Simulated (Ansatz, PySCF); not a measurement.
Pulling on the B1–H2 bond in BF2H (SMILES FBF) (multiplicity 1 held, fragments rigid). Energies count from the point at 1.187 Å.
Geometry at that point (charge 0, multiplicity 1):
```json
[
 {"atom": "B", "x (Å)": "-0.2354", "y (Å)": "-0.3854", "z (Å)": "0.0819"},
 {"atom": "H", "x (Å)": "-0.8442", "y (Å)": "-1.3818", "z (Å)": "0.2937"},
 {"atom": "F", "x (Å)": "0.8992", "y (Å)": "-0.1388", "z (Å)": "0.7049"},
 {"atom": "F", "x (Å)": "-0.6746", "y (Å)": "0.5064", "z (Å)": "-0.7830"}
]
```

Unrestricted levels (U-) break spin symmetry where that is lower. Active spaces are followed from a long bond inwards. Levels need not reach the same state.

Cores are frozen in the correlated methods. Rows in 6-31G* carry no dispersion term and start afresh at each structure (6-31G* with six Cartesian d functions).

Run with Ansatz (Gaussian basis) for Hartree–Fock, density functionals and correlated methods; PySCF for 6-31G* rows. 

Energies in eV.

```tsv
R (Å)	U-HF/6-31G*	U-HF/cc-pVTZ	U-CCSD(T)/cc-pVTZ	FIC-MRCISD+Q on CASSCF(2,2)/cc-pVTZ
0.949	1.11	1.06	1.07	1.07
1.068	0.21	0.20	0.21	0.21
1.187	0.00	0.00	0.00	0.00
1.305	0.18	0.18	0.15	0.15
1.424	0.58	0.56	0.50	0.50
1.602	1.37	1.32	1.18	1.19
1.780	2.23	2.17	1.91	1.92
2.077	3.32	3.27	3.02	3.01
2.374	3.77	3.71	3.88	3.83
2.730	3.97	3.91	4.55	4.44
3.204	4.05	3.99	4.87	4.79
3.798	4.07	4.01	4.93	4.91
```

Doubts at one or more of the structures used: a spin-contaminated determinant (U-HF/6-31G*, U-HF/cc-pVTZ, U-CCSD(T)/cc-pVTZ); T1 above 0.05 (U-CCSD(T)/cc-pVTZ).

Ansatz is a first-principles code.
